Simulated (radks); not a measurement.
Task: These are the eigenvalues of the occupied orbitals of an atom or ion with whole-number occupations (hartree). Calculated with a radial shooting solver on a logarithmic mesh with Libxc functionals: scalar-relativistic Kohn-Sham, PBE, spin-unpolarised, spherical densities, point nucleus.

1s: -395.3183
2s: -65.59085
2p: -59.66761
3s: -21.45453
3p: -19.59100

Which element is it, and in what charge state? The configuration may be excited.

Result: Z = 31, gallium, charge +15: Ga15+ in [Ne] 3s2 3p4. The list shows which subshells hold electrons but not how many an open one holds; the 1s level, -395.32 hartree, gives Z - s = 28.1 by -(Z - s)^2/2, which with screening and relativity narrows Z to a few neighbours, and the depths of the outer levels then fix element, charge and occupations together.
